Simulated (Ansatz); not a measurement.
Input file for Ansatz (a first-principles code): R-BLYP/def2-TZVPP on H5NSiSn (SMILES [NH2][Sn][SiH3]), a point of a torsion scan. Elements past Kr take the def2 small-core potentials; no spin–orbit coupling.

Ansatz 0.2 input:
```yaml
crystal:
  periodic: [false, false, false]
  atoms:
    - {symbol: N, position_ang: [1.92649114, -0.14594576, 0.11974766]}
    - {symbol: Sn, position_ang: [0.61844654, -0.07166145, 1.66271785]}
    - {symbol: Si, position_ang: [-1.44198337, 0.08477042, 0.06788595]}
    - {symbol: H, position_ang: [2.92732264, -0.22104058, 0.22801096]}
    - {symbol: H, position_ang: [1.73776849, -0.11078616, -0.87101777]}
    - {symbol: H, position_ang: [-2.16440955, -1.18575062, -0.14018270]}
    - {symbol: H, position_ang: [-2.52104300, 0.99919022, 0.48865908]}
    - {symbol: H, position_ang: [-1.15220175, 0.52639654, -1.30852932]}
basis:
  gaussian:
    orbitals: def2-TZVPP
hamiltonian:
  xc: {name: BLYP}
scf: {lower_state_search: off}
```

The head of its log:

```
WARN ansatz: RAYON_NUM_THREADS=1 ignored (pool sized by the plan → 1); use --threads N
Functional definition: BLYP
these checks for a lower state are left out or cut short: stability, starts, cluster_reference, orbital_swaps, neighbouring_geometries, increment
integrals: 0.10 GiB planned
1126 factors; their error is unknown
mean field: 0.71 GiB planned
mean field evaluation 1: about -15265.3293 eV, gradient 8.3e1 eV
mean field evaluation 2: about -15179.4295 eV, gradient 1.6e2 eV
```

**Question.** Predict the final total energy.

**Answer.** -561.5173 hartree.
